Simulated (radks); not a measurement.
Yb LX, 11 electrons, occupied as [Ne] 3s1 (the NIST ground configuration). Method: non-relativistic Kohn-Sham, PBE, spin-polarised, spherical densities, point nucleus; open shells are filled with parallel spins first (spin-orbit coupling, left out, can overturn this in heavy ions); relativity is left out, which matters for an element this heavy; computed with a radial shooting solver on a logarithmic mesh with Libxc functionals.

Normalised radial functions P(r) = r R(r), r in bohr:

r           2s up  3s down
0.001373   0.4867   0.2545
0.001535   0.5380   0.2813
0.001717   0.5939   0.3105
0.001905   0.6501   0.3399
0.002131   0.7154   0.3739
0.002365   0.7804   0.4079
0.002645   0.8552   0.4469
0.002935   0.9288   0.4853
0.003283   1.0125   0.5289
0.003672   1.1001   0.5745
0.004074   1.1843   0.6182
0.004557   1.2770   0.6663
0.005056   1.3637   0.7111
0.005656   1.4560   0.7587
0.006275   1.5386   0.8010
0.007019   1.6216   0.8431
0.007851   1.6947   0.8797
0.008711   1.7501   0.9066
0.009744   1.7916   0.9255
0.01081    1.8087   0.9310
0.01209    1.7979   0.9208
0.01342    1.7552   0.8931
0.01501    1.6676   0.8403
0.01679    1.5303   0.7598
0.01863    1.3529   0.6576
0.02083    1.1035   0.5155
0.02312    0.8154   0.3529
0.02586    0.4440   0.1453
0.02869    0.0455  -0.0747
0.03209   -0.4337  -0.3351
0.0359    -0.9516  -0.6097
0.03983   -1.4506  -0.8648
0.04455   -1.9842  -1.1216
0.04943   -2.4512  -1.3240
0.05529   -2.8935  -1.4789
0.06135   -3.2206  -1.5415
0.06862   -3.4555  -1.4982
0.07676   -3.5481  -1.3218
0.08517   -3.4976  -1.0316
0.09526   -3.3001  -0.5884
0.1057    -3.0000  -0.0758
0.1182    -2.5823   0.5451
0.1312    -2.1434   1.1354
0.1467    -1.6599   1.7204
0.1641    -1.2079   2.1842
0.1821    -0.8457   2.4549
0.2037    -0.5357   2.5422
0.226     -0.3253   2.4329
0.2528    -0.1739   2.1431
0.2805    -0.0887   1.7679
0.3138    -0.0385   1.3215
0.3509    -0.0147   0.9008
0.3894    -0.0053   0.5772
0.4356    -0.0015   0.3220
0.4833    -0.0004   0.1684
0.5406    -0.0001   0.0739
0.5998    0.0000   0.0302
0.6709    0.0000   0.0099

2s up: eigenvalue -13709.9 eV, 1 radial node at r = 0.0290 bohr, <r> = 0.0902 bohr, 90 % of the charge inside 0.138 bohr. 3s down (empty): eigenvalue -5769.9 eV, 2 radial nodes at r = 0.0277, 0.107 bohr, <r> = 0.210 bohr, 90 % of the charge inside 0.303 bohr.
